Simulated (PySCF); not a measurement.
cobalt atom (Co), quartet; PySCF with DF-HF/def2-QZVPP.

Input for PySCF:
```python
from pyscf import gto, scf

mol = gto.M(
    atom='''
Co    0.00000000    0.00000000    0.00000000
''',
    basis='def2-qzvpp',
    spin=3,
    verbose=4,
)

mf = scf.UHF(mol)
mf = mf.density_fit(auxbasis='def2-universal-jkfit')
mf.kernel()
```

Task: Write the output that PySCF gives for this input, abridged.

Result: 
```
PySCF version 2.14.0

[INPUT] verbose = 4
[INPUT] num. atoms = 1
[INPUT] num. electrons = 27
[INPUT] charge = 0
[INPUT] spin (= nelec alpha-beta = 2S) = 3
[INPUT] symmetry False subgroup None
[INPUT] Mole.unit = angstrom
[INPUT] Symbol           X                Y                Z      unit          X                Y                Z       unit  Magmom
[INPUT]  1 Co     0.000000000000   0.000000000000   0.000000000000 AA    0.000000000000   0.000000000000   0.000000000000 Bohr   0.0

nuclear repulsion = 0
number of shells = 28
number of NR pGTOs = 174
number of NR cGTOs = 100
basis = def2-qzvpp
ecp = {}

******** <class 'pyscf.df.df_jk.DFUHF'> ********
method = DFUHF
initial guess = minao
damping factor = 0
level_shift factor = 0
DIIS = <class 'pyscf.scf.diis.CDIIS'>
diis_start_cycle = 1
diis_space = 8
diis_damp = 0
SCF conv_tol = 1e-09
SCF conv_tol_grad = None
SCF max_cycles = 50
direct_scf = False
number electrons alpha = 15  beta = 12
Set gradient conv threshold to 3.16228e-05
******** <class 'pyscf.df.df.DF'> ********
auxbasis = def2-universal-jkfit
init E= -1379.83026014767

cycle= 1 E= -1363.01732058777  delta_E= 16.8  |g|=  5.2  |ddm|= 8.44

cycle= 2 E= -1372.02784073197  delta_E= -9.01  |g|= 6.89  |ddm|= 10.6

cycle= 3 E= -1378.88061863935  delta_E= -6.85  |g|= 3.32  |ddm|= 4.39
cycle= 4 E= -1380.99473269651  delta_E= -2.11  |g|= 1.08  |ddm|= 3.08
cycle= 5 E= -1381.32003967762  delta_E= -0.325  |g|= 0.0638  |ddm|= 1.21
cycle= 6 E= -1381.32739336221  delta_E= -0.00735  |g|= 0.0622  |ddm|= 0.219
cycle= 7 E= -1381.33108478432  delta_E= -0.00369  |g|= 0.0394  |ddm|= 0.0911
cycle= 8 E= -1381.33500682389  delta_E= -0.00392  |g|= 0.0387  |ddm|= 0.0573
cycle= 9 E= -1381.33863142835  delta_E= -0.00362  |g|= 0.0384  |ddm|= 0.0394
cycle= 10 E= -1381.3620690876  delta_E= -0.0234  |g|= 0.0739  |ddm|= 0.346
cycle= 11 E= -1381.36074135575  delta_E= 0.00133  |g|= 0.0343  |ddm|= 0.0589
cycle= 12 E= -1381.36443443223  delta_E= -0.00369  |g|= 0.075  |ddm|= 0.187
cycle= 13 E= -1381.36129610631  delta_E= 0.00314  |g|= 0.134  |ddm|= 0.0924
cycle= 14 E= -1381.36169234815  delta_E= -0.000396  |g|= 0.129  |ddm|= 0.00588
cycle= 15 E= -1381.36293578335  delta_E= -0.00124  |g|= 0.108  |ddm|= 0.016
cycle= 16 E= -1381.36591012969  delta_E= -0.00297  |g|= 0.0184  |ddm|= 0.064
cycle= 17 E= -1381.36607017801  delta_E= -0.00016  |g|= 0.00809  |ddm|= 0.0187
cycle= 18 E= -1381.36611986514  delta_E= -4.97e-05  |g|= 0.00167  |ddm|= 0.0163
cycle= 19 E= -1381.36613240958  delta_E= -1.25e-05  |g|= 0.00176  |ddm|= 0.00612
cycle= 20 E= -1381.36614557076  delta_E= -1.32e-05  |g|= 0.0011  |ddm|= 0.00674
cycle= 21 E= -1381.36615510982  delta_E= -9.54e-06  |g|= 0.000387  |ddm|= 0.00773
cycle= 22 E= -1381.36615624861  delta_E= -1.14e-06  |g|= 0.000242  |ddm|= 0.00187
cycle= 23 E= -1381.36615682336  delta_E= -5.75e-07  |g|= 9.85e-05  |ddm|= 0.00205
cycle= 24 E= -1381.36615688338  delta_E= -6e-08  |g|= 6.54e-05  |ddm|= 0.000541
cycle= 25 E= -1381.36615691045  delta_E= -2.71e-08  |g|= 3.94e-05  |ddm|= 0.000342
cycle= 26 E= -1381.36615692183  delta_E= -1.14e-08  |g|= 2.01e-05  |ddm|= 0.000225
cycle= 27 E= -1381.36615692563  delta_E= -3.81e-09  |g|= 7.79e-06  |ddm|= 0.000167
cycle= 28 E= -1381.36615692597  delta_E= -3.37e-10  |g|= 5.43e-06  |ddm|= 4.58e-05
Extra cycle  E= -1381.36615692603  delta_E= -5.34e-11  |g|= 4.98e-06  |ddm|= 4.73e-06
converged SCF energy = -1381.36615692603  <S^2> = 3.7524347  2S+1 = 4.0012171
```
